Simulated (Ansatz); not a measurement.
Start from `[OH][GeH2][I]` and change one element to get `[OH][GeH2][Br]`.

Ansatz, PBE0-D4/def2-TZVP geometries, multiplicity 1. Each molecule was computed in one conformer, which needn't be the lowest.

Elements past krypton have def2 core potentials. Scalar relativity is left out up to krypton.

| property | `[OH][GeH2][I]` |
| --- | --- |
| size of the dipole moment (B3LYP/def2-TZVPP) / D | 1.28 |
| LUMO energy (PBE0/def2-TZVPP) / eV | -0.92 |
| size of the dipole moment (ωB97M-V/def2-TZVPP) / D | 1.33 |
| HOMO–LUMO gap (B3LYP/def2-TZVPP) / eV | 6.23 |
| LUMO energy (PBE/def2-TZVPP) / eV | -1.78 |
| HOMO energy (B3LYP/def2-TZVPP) / eV | -7.43 |

(1) Give the same properties after the change, and the shifts. (Best estimate.)

## Answers

(1) Computed: 
```json
{"property": "size of the dipole moment (B3LYP/def2-TZVPP) / D", "`[OH][GeH2][Br]`": "1.54", "shift": "0.26"}
{"property": "LUMO energy (PBE0/def2-TZVPP) / eV", "`[OH][GeH2][Br]`": "-0.38", "shift": "0.54"}
{"property": "size of the dipole moment (ωB97M-V/def2-TZVPP) / D", "`[OH][GeH2][Br]`": "1.58", "shift": "0.25"}
{"property": "HOMO–LUMO gap (B3LYP/def2-TZVPP) / eV", "`[OH][GeH2][Br]`": "7.41", "shift": "1.18"}
{"property": "LUMO energy (PBE/def2-TZVPP) / eV", "`[OH][GeH2][Br]`": "-1.31", "shift": "0.47"}
{"property": "HOMO energy (B3LYP/def2-TZVPP) / eV", "`[OH][GeH2][Br]`": "-8.10", "shift": "-0.67"}
```

With PBE0 the HOMO falls by 0.68 eV and the LUMO rises by 0.54 eV, so the gap widens by about 1.22 eV. PBE moves the HOMO by -0.54 eV and ωB97M-V by -0.77 eV. Dipoles are sizes alone; their direction can turn.

B3LYP here is the variant with VWN-RPA as its local correlation; programs differ in this.

Spin–orbit coupling is left out; it splits and shifts lone-pair levels of the heavy atoms by tenths of an eV.
